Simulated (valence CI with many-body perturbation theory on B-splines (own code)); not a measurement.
Basis-set convergence for Br XXII

Computed by relativistic CI+MBPT: four valence electrons over a frozen Dirac-Fock core [Ne], radial functions for each j: 9 s, 9 p, 8 d, 6 f, 3 g, 1 h, with the one-electron correlation potential Σ1, the two-electron term Σ2, the three-electron term Σ3, Breit, model QED; selected CI, second order for the rest, scaled by the run's own slope (own B-spline code, finite nucleus).

No measured spectrum was set against this ion. As an estimate, levels of excited configurations hold to 0.05 to 0.15 % of their energy, terms of the ground configuration to about 0.5 %.

The reference run has the lowest level 3s2 3p2 3P_0 and an ionisation energy of 919.770 eV. Its largest variational space holds 19997 state functions.

Names give the largest LS component (configuration and term), which can be under half, so a name can repeat, a term be missing and a line seem to break the LS rules; names also repeat where a configuration has a term twice. Letters in brackets count levels of one name in rising energy.

Changed runs:
A. basis 6 s, 6 p, 5 d, 3 f, 1 g
B. basis 5 s, 5 p, 4 d, 2 f

Excitation energies of the reference run in cm⁻¹, and shifts in cm⁻¹:

| Level | Reference | A | B |
| --- | --- | --- | --- |
| 3s2 3p2 3P_1 | 58032 | -38 | -108 |
| 3s2 3p2 3P_2 | 82523 | +20 | +96 |
| 3s2 3p2 1D_2 | 162838 | +52 | +220 |
| 3s2 3p2 1S_0 | 229850 | +163 | +509 |
| 3s 3p3 5S°_2 | 435766 | -217 | -679 |
| 3s 3p3 3D°_1 | 539537 | -1.2 | +27 |
| 3s 3p3 3D°_2 | 545942 | -23 | -40 |
| 3s 3p3 3D°_3 | 568806 | -24 | -38 |
| 3s 3p3 3P°_0 | 628471 | +59 | +228 |
| 3s 3p3 3P°_2 [a] | 635990 | +35 | +78 |
| 3s 3p3 3P°_1 | 636012 | +46 | +181 |
| 3s 3p3 3P°_2 [b] | 694135 | +60 | +121 |
| Ionisation energy (eV) | 919.770 | -0.024 | -0.072 |
